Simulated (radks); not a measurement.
Valence configurations of neutral oxygen (all share [He]). Calculated with a radial shooting solver on a logarithmic mesh with Libxc functionals: scalar-relativistic Kohn-Sham, SCAN, spin-unpolarised, spherical densities, finite nucleus; meta-GGA in the generalised Kohn-Sham scheme; Fermi nuclear charge, rms radius 2.6991 fm. Energies are relative to 2s2 2p4; eigenvalues in eV.

valence      E (eV)    e(2p)    e(2s)
2s2 2p4       0.000   -9.301  -25.407
2p6          32.092  -10.169        -
2s1 2p5      16.109   -9.784  -25.883
2s1.5 2p4.5   8.043   -9.549  -25.669
2s0.5 2p5.5  24.139   -9.999  -26.004

NIST lists [He] 2s2 2p4 as the ground configuration; this level of theory agrees among the configurations tried. The energies are those of spherical spin-averaged densities, not of single terms.
